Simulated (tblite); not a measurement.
Species: C3H12N2Si3.
SMILES with atom numbers: `[NH2:1][CH2:2][C:3]#[C:4][SiH2:5][N:6]([SiH3:7])[SiH3:8]` (hydrogens: H9, H10 on N1; H11, H12 on C2; H13, H14 on Si5; H15, H16, H17 on Si7; H18, H19, H20 on Si8)

Computed with GFN2-xTB (tblite), gas phase: L-BFGS steps from a force-field or distance-geometry start until the largest atomic force falls under 0.01 eV/Å.

At the end of the run (lengths in Å): N6–Si8 1.743, N6–Si7 1.743, Si5–N6 1.752, C4–Si5 1.846, Si8–H18 1.461, C2–C3 1.458, Si7–H15 1.463, Si7–N6–Si8 119.6°, Si5–N6–Si7 118.7°, C3–C4–Si5 177.8°, C2–C3–C4 173.2°, C4–Si5–N6–Si7 151°, H18–Si8–N6–Si5 160°, H15–Si7–N6–Si5 -43°.

Question: These geometries were met on the way; a selection of coordinates is given. Order them by energy above the end point, lowest first.
A. N6–Si8 1.743, N6–Si7 1.742, Si5–N6 1.752, C4–Si5 1.837, Si8–H18 1.461, C2–C3 1.446, Si7–H15 1.461, Si7–N6–Si8 113.2°, Si5–N6–Si7 112.5°, C3–C4–Si5 172.9°, C2–C3–C4 171.0°, C4–Si5–N6–Si7 165°, H18–Si8–N6–Si5 177°, H15–Si7–N6–Si5 -54°
B. N6–Si8 1.729, N6–Si7 1.731, Si5–N6 1.735, C4–Si5 1.842, Si8–H18 1.465, C2–C3 1.453, Si7–H15 1.459, Si7–N6–Si8 109.4°, Si5–N6–Si7 109.2°, C3–C4–Si5 178.5°, C2–C3–C4 177.5°, C4–Si5–N6–Si7 169°, H18–Si8–N6–Si5 180°, H15–Si7–N6–Si5 -61°
C. N6–Si8 1.748, N6–Si7 1.747, Si5–N6 1.761, C4–Si5 1.847, Si8–H18 1.460, C2–C3 1.458, Si7–H15 1.461, Si7–N6–Si8 117.7°, Si5–N6–Si7 116.4°, C3–C4–Si5 171.5°, C2–C3–C4 171.5°, C4–Si5–N6–Si7 157°, H18–Si8–N6–Si5 168°, H15–Si7–N6–Si5 -48°
D. N6–Si8 1.747, N6–Si7 1.744, Si5–N6 1.751, C4–Si5 1.854, Si8–H18 1.464, C2–C3 1.481, Si7–H15 1.462, Si7–N6–Si8 117.8°, Si5–N6–Si7 115.3°, C3–C4–Si5 169.4°, C2–C3–C4 167.9°, C4–Si5–N6–Si7 159°, H18–Si8–N6–Si5 171°, H15–Si7–N6–Si5 -47°
E. N6–Si8 1.680, N6–Si7 1.681, Si5–N6 1.695, C4–Si5 1.879, Si8–H18 1.494, C2–C3 1.460, Si7–H15 1.483, Si7–N6–Si8 109.8°, Si5–N6–Si7 109.2°, C3–C4–Si5 178.5°, C2–C3–C4 177.8°, C4–Si5–N6–Si7 169°, H18–Si8–N6–Si5 180°, H15–Si7–N6–Si5 -61°

Answer: C (0.067 eV), D (0.132 eV), A (0.243 eV), B (0.392 eV), E (0.652 eV).

```json
{"step": "13", "E above end (eV)": "0.067", "rms distance from the end, all atoms (Å)": "0.219", "largest force (eV/Å)": "0.661", "rms shift of all bonds from the end (Å)": "0.004"}
{"step": "10", "E above end (eV)": "0.132", "rms distance from the end, all atoms (Å)": "0.242", "largest force (eV/Å)": "1.304", "rms shift of all bonds from the end (Å)": "0.007"}
{"step": "5", "E above end (eV)": "0.243", "rms distance from the end, all atoms (Å)": "0.297", "largest force (eV/Å)": "0.961", "rms shift of all bonds from the end (Å)": "0.004"}
{"step": "1", "E above end (eV)": "0.392", "rms distance from the end, all atoms (Å)": "0.317", "largest force (eV/Å)": "1.734", "rms shift of all bonds from the end (Å)": "0.008"}
{"step": "0", "E above end (eV)": "0.652", "rms distance from the end, all atoms (Å)": "0.319", "largest force (eV/Å)": "3.079", "rms shift of all bonds from the end (Å)": "0.028"}
```

Rows stand in the order of the answer.
